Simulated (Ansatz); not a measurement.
Start from `CO[SiH](C)O` and change one atom or group to get `CO[SiH](C)[SiH3]`.

Ansatz, PBE0-D4/def2-TZVP geometries, multiplicity 1. Each molecule was computed in one conformer, which needn't be the lowest.

```csv
property,`CO[SiH](C)O`
size of the dipole moment (ωB97M-V/def2-TZVPP) / D,1.57
LUMO energy (PBE0/def2-TZVPP) / eV,0.76
HOMO–LUMO gap (PBE0/def2-TZVPP) / eV,8.88
HOMO–LUMO gap (B3LYP/def2-TZVPP) / eV,8.32
HOMO energy (ωB97M-V/def2-TZVPP) / eV,-10.51
HOMO–LUMO gap (PBE/def2-TZVPP) / eV,6.46
```

Task: What does the change do to each property? (Best estimate.)

Result: The calculation gave: 
| property | `CO[SiH](C)[SiH3]` | shift |
| --- | --- | --- |
| size of the dipole moment (ωB97M-V/def2-TZVPP) / D | 1.69 | 0.12 |
| LUMO energy (PBE0/def2-TZVPP) / eV | 0.19 | -0.57 |
| HOMO–LUMO gap (PBE0/def2-TZVPP) / eV | 7.97 | -0.91 |
| HOMO–LUMO gap (B3LYP/def2-TZVPP) / eV | 7.61 | -0.71 |
| HOMO energy (ωB97M-V/def2-TZVPP) / eV | -9.87 | 0.64 |
| HOMO–LUMO gap (PBE/def2-TZVPP) / eV | 5.78 | -0.68 |

With PBE0 the HOMO rises by 0.33 eV and the LUMO falls by 0.57 eV, so the gap narrows by about 0.90 eV. PBE moves the HOMO by 0.09 eV and ωB97M-V by 0.64 eV. Dipoles are sizes alone; their direction can turn.

B3LYP here is the variant with VWN-RPA as its local correlation; programs differ in this.
